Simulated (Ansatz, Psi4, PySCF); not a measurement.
H$_{4}$O$_{4}$Ti, charge -1, doublet, at the geometry of the source list (the multiplicity is a formal guess) (in this run its highest filled SCF level lies above zero, so its values depend strongly on the basis, on diffuse functions most of all). Base run: BHANDHLYP/cc-pVDZ (PySCF).

Geometry (Å):
```xyz
9

Ti     0.0200    -0.0908    -0.0425
O      1.3625    -0.3746    -1.0849
H      2.2929    -0.1789    -1.2080
O      0.5040     0.0504     1.6094
H      0.5663     0.8319     2.1667
O     -0.7276     1.4230    -0.4691
H     -1.2659     1.5540    -1.2562
O     -1.1755    -1.3445    -0.2072
H     -1.5766    -1.8705     0.4917
```
Charge -1, spin multiplicity 2.
Orbitals are unrestricted.
All else is at PySCF's defaults.

The same geometry, method and basis name were run in Ansatz (a first-principles code) and Psi4 and PySCF, at each program's defaults and at the settings that a row names. The base is PySCF at its defaults. Differences at the defaults can come from grids, fitting, cores and function types together. The rows with settings made alike still differ; the cause (another SCF solution, basis table, core potential or functional code) wasn't traced.

```tsv
code and settings	ΔE vs base (µEh)	basis functions	E (Eh)	SCF cycles
PySCF, defaults (exact integrals, its default grid, spherical functions)	0.0	119	-1152.77695	25
Psi4, defaults (density fitting with its default set, its default grid, spherical functions)	-4078	119	-1152.78103	13
Ansatz, defaults (factorised integrals, its default grid, spherical functions)	-4097	119	-1152.78105	-
PySCF, density fitting with def2-universal-jkfit	21.0	119	-1152.77693	26
PySCF, fine grid	-6.4	119	-1152.77696	25
Psi4, exact integrals, spherical functions, fine grid	-4146	119	-1152.78110	30
Ansatz, high accuracy	-4102	119	-1152.78105	-
```

Open shells are given as the SCF converged; they aren't shown to be the lowest states, and a large step between rows can be another state.
